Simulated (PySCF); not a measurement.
diethyl sulfide (C4H10S), singlet, at a GFN2-xTB geometry; PBE0/6-31G (PySCF).

Here is a job for PySCF.
```python
from pyscf import gto, scf, dft

mol = gto.Mole()
mol.atom = '''
    C     2.56060564   -0.00707275   -0.23877627
    C     1.10628714    0.25262396   -0.57989658
    S     0.03808879   -0.23026268    0.82756101
    C    -1.55367715    0.47435091    0.28021727
    C    -2.19309830   -0.30923125   -0.85063707
    H     2.85038234    0.56301534    0.64059503
    H     3.19644060    0.28356881   -1.07274858
    H     2.71646881   -1.06262856   -0.02950770
    H     0.93045206    1.31266473   -0.76924682
    H     0.80283867   -0.33005536   -1.45022808
    H    -1.37464226    1.51310134   -0.00061993
    H    -2.18236168    0.45085198    1.16977261
    H    -2.31489998   -1.35094671   -0.56332512
    H    -1.58257919   -0.26590943   -1.74986424
    H    -3.17222414    0.10651551   -1.08124739
'''
mol.basis = '6-31g'
mol.verbose = 4
mol.build()

mf = dft.RKS(mol)
mf.xc = 'pbe0'
mf.kernel()
```

It wrote (shortened):

```
PySCF version 2.14.0

[INPUT] verbose = 4
[INPUT] num. atoms = 15
[INPUT] num. electrons = 50
[INPUT] charge = 0
[INPUT] spin (= nelec alpha-beta = 2S) = 0
[INPUT] symmetry False subgroup None
[INPUT] Mole.unit = angstrom
[INPUT] Symbol           X                Y                Z      unit          X                Y                Z       unit  Magmom
[INPUT]  1 C      2.560605640000  -0.007072750000  -0.238776270000 AA    4.838843372617  -0.013365560448  -0.451221755345 Bohr   0.0
[INPUT]  2 C      1.106287140000   0.252623960000  -0.579896580000 AA    2.090579709728   0.477390096903  -1.095845716772 Bohr   0.0
[INPUT]  3 S      0.038088790000  -0.230262680000   0.827561010000 AA    0.071977381516  -0.435133401908   1.563863660268 Bohr   0.0
[INPUT]  4 C     -1.553677150000   0.474350910000   0.280217270000 AA   -2.936024299495   0.896393306838   0.529533895673 Bohr   0.0
[INPUT]  5 C     -2.193098300000  -0.309231250000  -0.850637070000 AA   -4.144355151249  -0.584362371657  -1.607471093702 Bohr   0.0
[INPUT]  6 H      2.850382340000   0.563015340000   0.640595030000 AA    5.386441972897   1.063944796529   1.210549163458 Bohr   0.0
[INPUT]  7 H      3.196440600000   0.283568810000  -1.072748580000 AA    6.040397307440   0.535867388369  -2.027201016716 Bohr   0.0
[INPUT]  8 H      2.716468810000  -1.062628560000  -0.029507700000 AA    5.133382076823  -2.008076950541  -0.055761471566 Bohr   0.0
[INPUT]  9 H      0.930452060000   1.312664730000  -0.769246820000 AA    1.758299565437   2.480576833076  -1.453665811993 Bohr   0.0
[INPUT] 10 H      0.802838670000  -0.330055360000  -1.450228080000 AA    1.517145208510  -0.623714236345  -2.740533889354 Bohr   0.0
[INPUT] 11 H     -1.374642260000   1.513101340000  -0.000619930000 AA   -2.597697390653   2.859347131312  -0.001171497916 Bohr   0.0
[INPUT] 12 H     -2.182361680000   0.450851980000   1.169772610000 AA   -4.124065879946   0.851986764918   2.210549860918 Bohr   0.0
[INPUT] 13 H     -2.314899980000  -1.350946710000  -0.563325120000 AA   -4.374526967961  -2.552919290782  -1.064530195888 Bohr   0.0
[INPUT] 14 H     -1.582579190000  -0.265909430000  -1.749864240000 AA   -2.990641239536  -0.502495996639  -3.306764168770 Bohr   0.0
[INPUT] 15 H     -3.172224140000   0.106515510000  -1.081247390000 AA   -5.994634830334   0.201285141918  -2.043261440001 Bohr   0.0

nuclear repulsion = 236.156194866827
number of shells = 47
number of NR pGTOs = 174
number of NR cGTOs = 69
basis = 6-31g
ecp = {}

******** <class 'pyscf.dft.rks.RKS'> ********
method = RKS
initial guess = minao
damping factor = 0
level_shift factor = 0
DIIS = <class 'pyscf.scf.diis.CDIIS'>
diis_start_cycle = 1
diis_space = 8
diis_damp = 0
SCF conv_tol = 1e-09
SCF conv_tol_grad = None
SCF max_cycles = 50
direct_scf = True
direct_scf_tol = 1e-13
XC library pyscf.dft.libxc version 7.1.2
    S. Lehtola, C. Steigemann, M. J. T. Oliveira, and M. A. L. Marques,  SoftwareX 7, 1–5 (2018)
XC functionals = pbe0
    C. Adamo and V. Barone,  J. Chem. Phys. 110, 6158 (1999)
    M. Ernzerhof and G. E. Scuseria,  J. Chem. Phys. 110, 5029 (1999)
radial grids:
    Treutler-Ahlrichs [JCP 102, 346 (1995); DOI:10.1063/1.469408] (M4) radial grids

becke partition: Becke, JCP 88, 2547 (1988); DOI:10.1063/1.454033
pruning grids: <function nwchem_prune>
grids dens level: 3
symmetrized grids: False
atomic radii adjust function: <function treutler_atomic_radii_adjust>
small_rho_cutoff = 0
Set gradient conv threshold to 3.16228e-05
Initial guess from minao.
tot grids = 173432
init E= -556.476174337436
  HOMO = -0.267391406824552  LUMO = -0.0122401636288672  gap/eV = 6.94302
cycle= 1 E= -556.185759614543  delta_E= 0.29  |g|= 0.322  |ddm|= 3.33
  HOMO = -0.186971663271752  LUMO = 0.0908868765028377  gap/eV = 7.56092
cycle= 2 E= -556.189906693998  delta_E= -0.00415  |g|= 0.31  |ddm|= 0.792
  HOMO = -0.221913670876205  LUMO = 0.064614908922596  gap/eV = 7.79684
cycle= 3 E= -556.216471760989  delta_E= -0.0266  |g|= 0.0171  |ddm|= 0.326
  HOMO = -0.22675476844522  LUMO = 0.061999164704504  gap/eV = 7.85739
cycle= 4 E= -556.216526891033  delta_E= -5.51e-05  |g|= 0.0106  |ddm|= 0.0484
  HOMO = -0.224580452838313  LUMO = 0.0631545039091437  gap/eV = 7.82967
cycle= 5 E= -556.216563880059  delta_E= -3.7e-05  |g|= 0.0017  |ddm|= 0.019
  HOMO = -0.224621550519893  LUMO = 0.0632294252804295  gap/eV = 7.83282
cycle= 6 E= -556.216564530765  delta_E= -6.51e-07  |g|= 0.000665  |ddm|= 0.00226
  HOMO = -0.224688674296678  LUMO = 0.0631725412107507  gap/eV = 7.83310
cycle= 7 E= -556.216564652177  delta_E= -1.21e-07  |g|= 6.35e-05  |ddm|= 0.000886
  HOMO = -0.224677279523086  LUMO = 0.0631795560347042  gap/eV = 7.83298
cycle= 8 E= -556.216564653516  delta_E= -1.34e-09  |g|= 1.95e-05  |ddm|= 0.000139
  HOMO = -0.224677700638894  LUMO = 0.063179986521593  gap/eV = 7.83301
cycle= 9 E= -556.216564653617  delta_E= -1e-10  |g|= 6.88e-06  |ddm|= 3.51e-05
  HOMO = -0.224677573413427  LUMO = 0.0631798229261269  gap/eV = 7.83300
Extra cycle  E= -556.216564653608  delta_E= 8.41e-12  |g|= 8.64e-06  |ddm|= 1.83e-05
converged SCF energy = -556.216564653608
```
